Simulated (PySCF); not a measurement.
Excitation energy of Pd⁺ by level of theory

Pd⁺ [Kr] 4d9 (2D) → Pd⁺ [Kr] 4d8 5p1 (high-spin determinant), as a difference of total energies. Calculation: PySCF 2.14, in aug-cc-pVTZ-DK (9s8p6d3f2g, 102 functions); scalar relativity by spin-free X2C-1e. Correlated levels: valence: [Kr] frozen. The calculations carry no spin-orbit coupling.

```tsv
method	excitation energy (cm⁻¹)
UHF	58420
LDA	70311
PBE	67622
PBE0	67127
r2SCAN	65157
r2SCANh	65216
PW91	67774
MN15	70045
MP2 (valence)	69730
SCS-MP2 (valence)	69991
```

A first-order spin-orbit estimate (lowest level to lowest level, LS coupling) adds -0.041 eV.

The determinant of the upper state mixes LS terms, which raises its energy above the lowest term, most at the Hartree-Fock and MP2 levels.
